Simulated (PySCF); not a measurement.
## Computed vibrations of [La(NH3)3]3+

[La(NH3)3]3+ (singlet). PySCF 2.14.0, RKS PBE0, La lcecp-1-SVP with ECP46, N def2-SVP, H def2-SVP; non-relativistic Hamiltonian with scalar-relativistic core potentials where named; density fitting; no spin-orbit coupling. Central differences of gradients.

```xyz
13

La    0.0000    0.0000    0.0000
N     2.5626    0.0010    0.0000
H     3.0108   -0.4673    0.8079
H     3.0108   -0.4673   -0.8079
H     3.0113    0.9339    0.0000
N    -1.2822    2.2188    0.0000
H    -1.1007    2.8411    0.8079
H    -1.1007    2.8411   -0.8079
H    -2.3144    2.1409    0.0000
N    -1.2804   -2.2198    0.0000
H    -1.9101   -2.3738    0.8079
H    -1.9101   -2.3738   -0.8079
H    -0.6968   -3.0748    0.0000
```

Run from Python with OMP_NUM_THREADS=2. Where DIIS fails, smearing, a level shift and second-order steps follow.
It took 110 s on 2 threads of Intel(R) Xeon(R) Platinum 8488C (Sapphire Rapids) (shared host).

Task: What are the harmonic wavenumbers and infrared intensities?

Result: Modes are labelled in C3h; negative numbers are unstable modes, those under 60 cm⁻¹ near the noise; a finer grid moves soft modes by up to 10 cm⁻¹.
```json
{"cm⁻¹": "-49", "km/mol": "–", "symmetry": "a''"}
{"cm⁻¹": "-48", "km/mol": "–", "symmetry": "e''"}
{"cm⁻¹": "-48", "km/mol": "–", "symmetry": "e''"}
{"cm⁻¹": "-38", "km/mol": "–", "symmetry": "a''"}
{"cm⁻¹": "80", "km/mol": "5.4", "symmetry": "e'"}
{"cm⁻¹": "80", "km/mol": "5.4", "symmetry": "e'"}
{"cm⁻¹": "328", "km/mol": "0.0", "symmetry": "a'"}
{"cm⁻¹": "344", "km/mol": "15.5", "symmetry": "e'"}
{"cm⁻¹": "344", "km/mol": "15.5", "symmetry": "e'"}
{"cm⁻¹": "626", "km/mol": "0.0", "symmetry": "a'"}
{"cm⁻¹": "636", "km/mol": "0.0", "symmetry": "e''"}
{"cm⁻¹": "636", "km/mol": "0.0", "symmetry": "e''"}
{"cm⁻¹": "647", "km/mol": "202.1", "symmetry": "a''"}
{"cm⁻¹": "663", "km/mol": "87.5", "symmetry": "e'"}
{"cm⁻¹": "663", "km/mol": "87.5", "symmetry": "e'"}
{"cm⁻¹": "1406", "km/mol": "183.3", "symmetry": "e'"}
{"cm⁻¹": "1406", "km/mol": "183.3", "symmetry": "e'"}
{"cm⁻¹": "1408", "km/mol": "0.0", "symmetry": "a'"}
{"cm⁻¹": "1613", "km/mol": "151.7", "symmetry": "a''"}
{"cm⁻¹": "1613", "km/mol": "75.5", "symmetry": "e'"}
{"cm⁻¹": "1613", "km/mol": "75.5", "symmetry": "e'"}
{"cm⁻¹": "1614", "km/mol": "0.0", "symmetry": "a'"}
{"cm⁻¹": "1615", "km/mol": "0.0", "symmetry": "e''"}
{"cm⁻¹": "1615", "km/mol": "0.0", "symmetry": "e''"}
{"cm⁻¹": "3362", "km/mol": "343.1", "symmetry": "e'"}
{"cm⁻¹": "3362", "km/mol": "343.1", "symmetry": "e'"}
{"cm⁻¹": "3370", "km/mol": "0.0", "symmetry": "a'"}
{"cm⁻¹": "3436", "km/mol": "0.0", "symmetry": "e''"}
{"cm⁻¹": "3436", "km/mol": "0.0", "symmetry": "e''"}
{"cm⁻¹": "3436", "km/mol": "454.6", "symmetry": "a''"}
{"cm⁻¹": "3441", "km/mol": "0.0", "symmetry": "a'"}
{"cm⁻¹": "3442", "km/mol": "221.9", "symmetry": "e'"}
{"cm⁻¹": "3442", "km/mol": "221.9", "symmetry": "e'"}
```

Task: Is this a minimum?

Result: Probably not: 4 unstable, though so soft as to be near the noise; the lowest moves the atoms so:
```
La   0.00  0.00 -0.01
N    0.00  0.00  0.02
H   -0.01 -0.29 -0.14
H    0.01  0.29 -0.14
H    0.00  0.00  0.35
N    0.00  0.00  0.02
H    0.25  0.14 -0.14
H   -0.25 -0.14 -0.14
H    0.00  0.00  0.35
N    0.00  0.00  0.02
H   -0.25  0.15 -0.14
H    0.25 -0.15 -0.14
H    0.00  0.00  0.35
```
